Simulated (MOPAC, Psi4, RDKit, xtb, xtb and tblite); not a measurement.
Two geometries of SMILES CC(C)c1ccccc1O, relaxed at GFN2-xTB with one dihedral held; other torsions can differ between them too.

Structure A

```
22

C     -2.0715     0.3990    -1.1613
C     -1.3977     0.1235     0.1841
C     -1.9249    -1.1746     0.7991
C      0.1036     0.0696     0.0351
C      0.7199    -0.8555    -0.7937
C      2.0962    -0.9062    -0.9291
C      2.8871    -0.0170    -0.2255
C      2.2960     0.9145     0.6078
C      0.9143     0.9632     0.7424
O      0.3229     1.8805     1.5643
H     -3.1461     0.5025    -1.0270
H     -1.8907    -0.4135    -1.8609
H     -1.6872     1.3188    -1.5964
H     -1.6346     0.9470     0.8629
H     -2.9992    -1.1061     0.9558
H     -1.4466    -1.3610     1.7580
H     -1.7261    -2.0213     0.1462
H      0.1105    -1.5545    -1.3466
H      2.5490    -1.6373    -1.5818
H      3.9622    -0.0445    -0.3216
H      2.9087     1.6144     1.1625
H      1.0050     2.4221     1.9785
```

Structure B

```
22

C     -2.1415     0.3309    -1.1603
C     -1.3769     0.0848     0.1457
C     -1.9558    -1.1368     0.8539
C      0.1202     0.0137    -0.0809
C      0.9083    -0.9701     0.5012
C      2.2845    -1.0054     0.3478
C      2.9204    -0.0186    -0.3784
C      2.1688     1.0070    -0.9197
C      0.7901     1.0457    -0.7567
O      0.0877     2.1161    -1.2353
H     -3.2093     0.3810    -0.9579
H     -1.9626    -0.4853    -1.8586
H     -1.8363     1.2603    -1.6245
H     -1.5481     0.9615     0.7864
H     -3.0315    -1.0137     0.9619
H     -1.5334    -1.2577     1.8485
H     -1.7746    -2.0405     0.2759
H      0.4414    -1.7593     1.0669
H      2.8548    -1.8001     0.8045
H      3.9916    -0.0315    -0.5118
H      2.6555     1.8076    -1.4637
H      0.7010     2.7369    -1.6473
```

Task: Which is lower in energy at the level B3LYP-D3(BJ)/def2-SVP // GFN2-xTB in Psi4, and by how much?

Result: A is lower, by 9.34 kJ/mol (dihedral C1–C2–C4–C5: -60° in A, -135° in B).

E(B) − E(A) in kJ/mol at the other levels, on the same two geometries: GFN2-xTB (xtb and tblite) 12.68; MMFF94 // GFN2-xTB (RDKit) 20.96; B3LYP/def2-SVP // GFN2-xTB (Psi4) 9.92; PBE/def2-SVP // GFN2-xTB (Psi4) 8.53; PBE-D3(BJ)/def2-SVP // GFN2-xTB (Psi4) 8.25; UFF // GFN2-xTB (RDKit) 41.12; PM6, restricted, heats of formation // GFN2-xTB (MOPAC) 10.29; PM7, restricted, heats of formation // GFN2-xTB (MOPAC) 12.48; GFN1-xTB // GFN2-xTB (xtb) 12.53.
